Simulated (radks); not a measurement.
Neutral antimony inside a hard spherical wall (all orbitals vanish at R), configuration held at [Kr] 4d10 5s2 5p3 and not refilled when levels cross. Calculated with a radial shooting solver on a logarithmic mesh with Libxc functionals: scalar-relativistic Kohn-Sham, LDA (Slater exchange, VWN5 correlation), spin-polarised, spherical densities, point nucleus; open shells are filled with parallel spins first (spin-orbit coupling, left out, can overturn this in heavy ions). Eigenvalues in eV for spin up, with the zero of energy where the potential of the charges vanishes at infinity; a dash marks a level that is unbound or too diffuse for the functional's potential to be trusted. A positive occupied level is held by the wall or, in an anion where self-interaction has pushed it up, behind a barrier. The pressure on the wall is -dE/dV.

R (bohr)  E (hartree)  kinetic (hartree)    e(4p)    e(4d)    e(5s)   e(5p)  e(6s, empty)  e(5d, empty)  pressure (GPa)
free      -6476.03184           6771.563  -101.45  -33.473  -13.600  -5.527        -0.542             -               0
20        -6476.03184           6771.563  -101.45  -33.473  -13.600  -5.527        -0.534         0.690        < 0.0001
15        -6476.03184           6771.563  -101.45  -33.473  -13.600  -5.527        -0.482         0.897        < 0.0001
12        -6476.03182           6771.564  -101.44  -33.471  -13.598  -5.525        -0.314         1.153        0.000382
8         -6476.02888           6771.590  -101.27  -33.298  -13.462  -5.385         1.286         2.362           0.136
7         -6476.02140           6771.644  -100.97  -33.008  -13.240  -5.139         2.839         3.286           0.628
6         -6475.99471           6771.809  -100.24  -32.290  -12.695  -4.492         6.070         5.047            3.09
5         -6475.89552           6772.331  -98.467  -30.574  -11.337  -2.760        13.332         8.756            16.9
2.5       -6470.09082           6793.961  -71.751   -4.917   25.495  43.491        151.71        76.658            4210
1.5       -6417.23812           6962.486   20.211   96.001   258.69  298.88        706.94        357.43          172000
